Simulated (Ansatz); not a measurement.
FH2NbO3 (`[O]=[Nb]([OH])([OH])[F]`). The species carries charge 0 and has multiplicity 1. Correlated methods include outer-core shells of Nb, which these sets cover unevenly. Nb takes the def2 core potential.

```csv
atom,x (Å),y (Å),z (Å)
O1,0.311,0.313,-1.726
Nb2,-0.269,-0.168,-0.210
O3,1.070,-1.183,0.655
O4,-0.652,1.377,0.809
F5,-1.819,-1.197,-0.451
H6,1.940,-1.445,0.349
H7,-0.582,2.303,0.574
```

Give the diagnostics of a CCSD(T)/def2-TZVPP run (frozen core, the Gaussian-basis code of Ansatz). (Best estimate.)

The calculation gave: T1 = 0.0218, largest single amplitude 0.042, largest double 0.032, (T) share of the correlation energy 4.6 %, 12 CCSD cycles. The RHF solution is stable towards an unrestricted one. T1 lies over the customary mark of 0.02 for closed shells; compounds of d metals often pass it without a breakdown.
